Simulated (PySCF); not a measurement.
C4H6BF, SMILES C#CB(F)CC.

Coordinates come from a PBE0-D3(BJ)/def2-SVP optimisation. The structure was generated by enumeration, and PubChem lists no compound with its InChIKey, so it may never have been made. The values are those of a single conformer.

Computed with PBE0-D3(BJ)/def2-SVP in PySCF.

Frequencies are harmonic and unscaled.

Computed harmonic wavenumbers and intensities:
| mode | ν (cm⁻¹) | IR (km/mol) | moving atoms (share of kinetic energy) |
|---|---|---|---|
| 1 | 29 | 1.2 | H 55 %, C 33 %, F 12 % |
| 2 | 121 | 0.8 | C 67 %, H 22 % |
| 3 | 195 | 0.1 | H 56 %, C 27 %, F 9 % |
| 4 | 233 | 2.9 | C 50 %, H 46 % |
| 5 | 249 | 1.9 | C 55 %, F 22 %, H 18 % |
| 6 | 404 | 8.7 | C 49 %, F 35 %, H 13 % |
| 7 | 463 | 3.1 | H 52 %, B 27 %, C 17 % |
| 8 | 536 | 7.3 | C 64 %, F 19 %, H 12 % |
| 9 | 643 | 0.8 | C 62 %, F 20 %, H 14 % |
| 10 | 710 | 38.1 | H 74 %, C 26 % |
| 11 | 752 | 44.8 | H 47 %, B 34 %, C 18 % |
| 12 | 784 | 22.3 | H 74 %, C 26 % |
| 13 | 964 | 27.3 | H 74 %, C 21 % |
| 14 | 981 | 5.6 | H 72 %, C 16 %, B 11 % |
| 15 | 1087 | 1.6 | C 65 %, H 32 % |
| 16 | 1146 | 183.5 | B 56 %, H 34 % |
| 17 | 1244 | 1.8 | H 79 %, C 20 % |
| 18 | 1280 | 186.1 | B 40 %, C 28 %, H 20 %, F 12 % |
| 19 | 1391 | 34.9 | H 75 %, C 15 %, B 8 % |
| 20 | 1393 | 132.2 | H 51 %, B 30 %, C 11 % |
| 21 | 1415 | 32.6 | H 61 %, C 27 %, B 10 % |
| 22 | 1473 | 21.5 | H 94 % |
| 23 | 1476 | 7.9 | H 97 % |
| 24 | 2191 | 102.8 | C 89 %, H 9 % |
| 25 | 3034 | 17.8 | H 94 % |
| 26 | 3058 | 21.0 | H 97 % |
| 27 | 3075 | 4.0 | H 91 %, C 9 % |
| 28 | 3150 | 21.0 | H 90 %, C 10 % |
| 29 | 3151 | 16.3 | H 91 %, C 9 % |
| 30 | 3476 | 43.1 | H 86 %, C 14 % |
